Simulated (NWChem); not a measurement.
System: AlCl$_{2}$F; SMILES [F][Al]([Cl])[Cl]

NWChem printed, in part:

```
             Northwest Computational Chemistry Package (NWChem) 7.3.0
             --------------------------------------------------------

                             Geometry "geometry" -> ""
                             -------------------------

 Output coordinates in angstroms (scale by  1.889725989 to convert to a.u.)

  No.       Tag          Charge          X              Y              Z
 ---- ---------------- ---------- -------------- -------------- --------------
    1 Al                  13.0000     0.00000000     0.00000000     0.33518200
    2 F                    9.0000     0.00000000     0.00000000     1.98545800
    3 Cl                  17.0000    -1.81087100     0.00000000    -0.67284800
    4 Cl                  17.0000     1.81087100     0.00000000    -0.67284800

 Effective nuclear repulsion energy (a.u.)     242.9419131070

  xc_inp: hfexch multiplicative factor not found.
                              NWChem Property Module
                              ----------------------

  itol2e modified to match energy
  convergence criterion.

                                 NWChem DFT Module
                                 -----------------

 Summary of "ao basis" -> "ao basis" (spherical)
 ------------------------------------------------------------------------------
       Tag                 Description            Shells   Functions and Types
 ---------------- ------------------------------  ------  ---------------------
 Al                         def2-svp                 8       18   4s3p1d
 F                          def2-svp                 6       14   3s2p1d
 Cl                         def2-svp                 8       18   4s3p1d

  itol2e modified to match energy
  convergence criterion.

            General Information
            -------------------
          SCF calculation type: DFT
          Wavefunction type:  closed shell.
          No. of atoms     :     4
          No. of electrons :    56
           Alpha electrons :    28
            Beta electrons :    28
          Charge           :     0
          Spin multiplicity:     1
          Use of symmetry is: off; symmetry adaption is: off
          Maximum number of iterations: 150
          AO basis - number of functions:    68
                     number of shells:    30
          Convergence on energy requested:  1.00D-07
          Convergence on density requested:  1.00D-05
          Convergence on gradient requested:  5.00D-04

[...]

          -----------------------
          Electric field gradient
          -----------------------

 1 a.u. = 0.324123 10**(16) esu/cm**3  ( or statvolts/cm**2 ) = 0.97174 10**(22) v/m**2

 ------------------------------------------------------------
   Atom      X         Y         Z
 ------------------------------------------------------------
    1 Al   0.00000   0.00000   0.63340
 ------------------------------------------------------------

 Electric field gradient in molecular frame (a.u.)
         XX             YY             ZZ             XY             XZ             YZ
 ------------------------------------------------------------------------------------------
        0.361022      -0.816426       0.455405      -0.000000      -0.000000       0.000000

 Principal components (a.u.) and orientation
 of principal axis w.r.t. absolute frame                      Asymmetry parameter eta
 --------------------------------------------------------------------------------------
       -0.816426       0.455405       0.361022                       0.115605

       -0.000000      -0.000000       1.000000
        1.000000       0.000000      -0.000000
        0.000000       1.000000      -0.000000

 ------------------------------------------------------------
   Atom      X         Y         Z
 ------------------------------------------------------------
    2 F    0.00000   0.00000   3.75197
 ------------------------------------------------------------

 Electric field gradient in molecular frame (a.u.)
         XX             YY             ZZ             XY             XZ             YZ
 ------------------------------------------------------------------------------------------
        0.471551       0.230674      -0.702225       0.000000       0.000000       0.000000

 Principal components (a.u.) and orientation
 of principal axis w.r.t. absolute frame                      Asymmetry parameter eta
 --------------------------------------------------------------------------------------
       -0.702225       0.471551       0.230674                       0.343021

        0.000000       1.000000       0.000000
        0.000000       0.000000       1.000000
        1.000000       0.000000       0.000000

 ------------------------------------------------------------
   Atom      X         Y         Z
 ------------------------------------------------------------
    3 Cl  -3.42205   0.00000  -1.27150
 ------------------------------------------------------------

 Electric field gradient in molecular frame (a.u.)
         XX             YY             ZZ             XY             XZ             YZ
 ------------------------------------------------------------------------------------------
       -0.832936       0.498142       0.334794       0.000000      -0.936969       0.000000

 Principal components (a.u.) and orientation
 of principal axis w.r.t. absolute frame                      Asymmetry parameter eta
 --------------------------------------------------------------------------------------
       -1.353068       0.854926       0.498142                       0.263685

        0.874318      -0.485353       0.000000
        0.000000       0.000000       1.000000
        0.485353       0.874318       0.000000

 ------------------------------------------------------------
   Atom      X         Y         Z
 ------------------------------------------------------------
    4 Cl   3.42205   0.00000  -1.27150
 ------------------------------------------------------------

[...]
```

Level: Hartree-Fock/def2-SVP. The geometry was optimised at PBE0/def2-SVP. NWChem prints the field gradient with the sign opposite to the second derivative of the potential.

### Question
Write an input that gives this output.

### Answer
This is not unique; one that fits is the input that was run:
```
start job
memory heap 200 mb stack 900 mb global 1100 mb
geometry units angstroms noautosym nocenter noautoz
  Al     0.000000     0.000000     0.335182
  F      0.000000     0.000000     1.985458
  Cl    -1.810871     0.000000    -0.672848
  Cl     1.810871     0.000000    -0.672848
end
basis spherical
  * library def2-svp
end
dft
  xc hfexch
  iterations 150
end
property
  efieldgrad
end
task dft property
```
